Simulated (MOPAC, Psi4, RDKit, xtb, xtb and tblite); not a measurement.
Two geometries of C2H11NSi2, SMILES CC[SiH2][SiH2]N, singlet, relaxed at GFN2-xTB with one dihedral held; other torsions can differ between them too.

Structure A

```
16

C     -2.8772    -0.0997    -0.2118
C     -1.4148    -0.2214    -0.6243
Si    -0.1738     0.2167     0.7644
Si    -1.1744     0.2803     2.8423
N      0.1256     0.3773     3.9735
H     -3.1084     0.9178     0.0976
H     -3.1017    -0.7648     0.6199
H     -3.5376    -0.3579    -1.0394
H     -1.2348    -1.2437    -0.9616
H     -1.2360     0.4178    -1.4895
H      0.9513    -0.7249     0.6472
H      0.4133     1.5263     0.4125
H     -2.1518     1.3831     2.9809
H     -1.8926    -0.9262     3.2733
H      0.8671     1.0391     3.8134
H     -0.0816     0.3395     4.9586
```

Structure B

```
16

C      2.8138    -0.0226    -0.0776
C      1.4242    -0.2948    -0.6388
Si     0.0382     0.2612     0.5459
Si     0.1978     2.5272     0.9451
N     -1.2055     2.9472     1.8575
H      2.9553     1.0422     0.1010
H      2.9533    -0.5457     0.8665
H      3.5892    -0.3568    -0.7664
H      1.3279    -1.3613    -0.8478
H      1.3214     0.2153    -1.5986
H      0.1471    -0.5770     1.7511
H     -1.2330    -0.1444    -0.0848
H      0.3551     3.3228    -0.2942
H      1.2973     2.9608     1.8169
H     -2.1077     2.6256     1.5473
H     -1.2903     3.8841     2.2175
```

### Question
Which is lower in energy at the level B3LYP-D3(BJ)/def2-TZVP // GFN2-xTB in Psi4 1.11, and by how much?

### Answer
B is lower, by 6.41 kJ/mol (dihedral C1–C2–Si3–Si4: 15° in A, 60° in B).

E(B) − E(A) in kJ/mol at the other levels, on the same two geometries: GFN2-xTB (xtb and tblite) -4.42; MMFF94 // GFN2-xTB (RDKit) -10.75; B3LYP/def2-TZVP // GFN2-xTB (Psi4) -7.13; PBE/def2-TZVP // GFN2-xTB (Psi4) -6.61; PBE-D3(BJ)/def2-TZVP // GFN2-xTB (Psi4) -6.23; UFF // GFN2-xTB (RDKit) -9.41; PM3, restricted, heats of formation // GFN2-xTB (MOPAC) -3.87; AM1, restricted, heats of formation // GFN2-xTB (MOPAC) -5.75; GFN1-xTB // GFN2-xTB (xtb) -3.32.
